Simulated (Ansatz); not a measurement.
`C[SiH2][GaH2]` + `BO` → `B[O][GaH2]` + `C[SiH3]` at 600 K and 1 bar (cleavage of the Ga–Si bond).

Computed with Ansatz on PBE0-D4/def2-TZVP structures; ΔE is electronic, products minus reactants. CCSD(T)/CBS is the MP2 limit (def2-TZVPP, def2-QZVPP) plus CCSD(T) − MP2 in def2-TZVPP, frozen cores. This one scheme is used for every species. For Ga outer-core shells are correlated without core-valence functions, which leaves a few kJ/mol of doubt a bond. Scalar relativity is left out up to krypton.

```csv
species,CCSD(T)/CBS energy (Eh),H − E (kJ/mol),S (J/(mol·K))
`C[SiH2][GaH2]`,-2255.26778,234.0,434.2
`BO`,-101.80414,119.7,267.1
`B[O][GaH2]`,-2026.35181,145.6,379.8
`C[SiH3]`,-330.73916,199.7,315.0
```

H − E and S are ideal-gas, rigid-rotor, harmonic terms from PBE0-D4/def2-TZVP. 1 Eh = 2625.50 kJ/mol, R = 8.31446 J/(mol·K).

Question: By hand: ΔE, ΔH, ΔS and ΔG.

Answer: ΔE = (-2026.35181) + (-330.73916) − (-2255.26778) − (-101.80414) = -0.01905 Eh = -50.0 kJ/mol. Δ(H − E) = 145.6 + 199.7 − 234.0 − 119.7 = -8.4, so ΔH = -58.4 kJ/mol. ΔS = 379.8 + 315.0 − 434.2 − 267.1 = -6.5 J/(mol·K). ΔG = -58.4 − 600 × (-6.5)/1000 = -54.5 kJ/mol.

Question: By hand: the equilibrium constant, and the temperature at which ΔG would vanish if ΔH and ΔS stayed fixed.

Answer: log₁₀ K = −ΔG/(RT ln 10) = 4.7. ΔG = 0 at ΔH/ΔS = 8985 K, far beyond where these terms or the molecules hold.

The number of gas molecules stays the same, so ΔS is small and ΔH decides. A doubt of 5 kJ/mol in ΔE shifts log₁₀ K by 0.4 here. Modes under 60 cm⁻¹, often nearly free rotors, make the harmonic entropy too high. These are equilibria of isolated gas molecules and say nothing of rates. Largest T1 diagnostic: 0.016 (customary marks: 0.02 for closed shells, 0.045 for open ones).
